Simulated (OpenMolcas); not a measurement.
**Xe IV: effect of the active space**

```
Program             : OpenMolcas 26.06
Method              : CASSCF or its RAS form
Basis               : ANO-RCC-VQZP
Scalar Hamiltonian  : DKH2, point nucleus
Spin-orbit coupling : RASSI with atomic mean-field integrals over the reference wave functions, term energies averaged over their components
```

A. 3 electrons in 3 orbitals (5p); 2S+1 = 4 odd, 1 root; 2S+1 = 2 odd, 8 roots; cost roughly 4 core-seconds
B. 5 electrons in 4 orbitals (5s 5p); 2S+1 = 4 odd, 1 root; 2S+1 = 2 odd, 11 roots; 2S+1 = 4 even, 3 roots; 2S+1 = 2 even, 9 roots; cost about 16 core-seconds
C. 5 electrons in 8 orbitals (5s 5p 6s 6p); 2S+1 = 4 odd, 1 root; 2S+1 = 2 odd, 11 roots; 2S+1 = 4 even, 3 roots; 2S+1 = 2 even, 9 roots; cost about 19 core-seconds
D. 3 electrons in 9 orbitals (RAS2 5p; RAS3 5d 6s, at most 1 electron); 2S+1 = 4 odd, 1 root; 2S+1 = 2 odd, 8 roots; 2S+1 = 4 even, 18 roots; 2S+1 = 2 even, 54 roots; cost about 40 core-seconds
E. 5 electrons in 9 orbitals (RAS2 5s 5p; RAS3 5d, at most 2 electrons); 2S+1 = 4 odd, 1 root; 2S+1 = 2 odd, 11 roots; 2S+1 = 4 even, 3 roots; 2S+1 = 2 even, 9 roots; cost of the order of 27 core-seconds

Energies in cm-1 above 5s2 5p3 4S* 3/2, the measured ground level; measured values from Saloman, J. Phys. Chem. Ref. Data 33, 765 (2004).

```csv
Level,A,B,C,D,E,Measured
5s2 5p3 4S* 3/2,0.0,0.0,0.0,0.0,0.0,0.0
5s2 5p3 2D* 3/2 [74 %],17469,17026,16785,17469,17219,13267
5s2 5p3 2D* 5/2,21262,21570,21385,21262,21222,17511
5s2 5p3 2P* 1/2,33988,30022,29564,33988,31887,28036
5s2 5p3 2P* 3/2 [72 %],39826,36681,36247,39826,37837,35650
```

Deviations, from unrounded energies. A percentage is the sum of absolute deviations over the sum of measured energies, with the sign that they share, or ± where signs differ.

```
                        Against measurement  Levels      A      B      C      D      E
             mean absolute deviation (cm-1)       4   4500   2700   2400   4500   3400
other terms of the ground configuration (%)       4  +19.1  +11.5  +10.1  +19.1  +14.5
```

C lies closest to measurement on these levels and A furthest from it. The largest miss of C in the table is 5s2 5p3 2D* 5/2, by +3900 cm-1. The ranking rests on the paired levels alone, and a cruder setting can come out closer through cancelling errors.

Among A to E the level of the table that moves most is 5s2 5p3 2P* 1/2, by 4400 cm-1 (lowest in C, highest in A).

With the s shell closed, the reference lacks s² → p² mixing (holds for A; D). Active for correlation alone: 6p 6s; no level in the range computed is led by a configuration that fills them, so any true level of that kind is missing (holds for C). The run also gave levels led by 5s 5p3 5d, 5s2 5p2 5d, which use shells meant for correlation; these and all levels above them are left out (holds for E). Measured partners are found by configuration, term and J. A level has none where our copy of the source lacks it or the pairing is in doubt (some pairs that miss far off the trend of their configuration count as doubtful), and it then counts in no deviation. Only configurations of the active space appear. Levels that lie high or do not pair safely by name in every column are left out.

A share in square brackets marks a mixed level and gives the weight of the term that names it, the lowest over the columns. * marks odd parity.
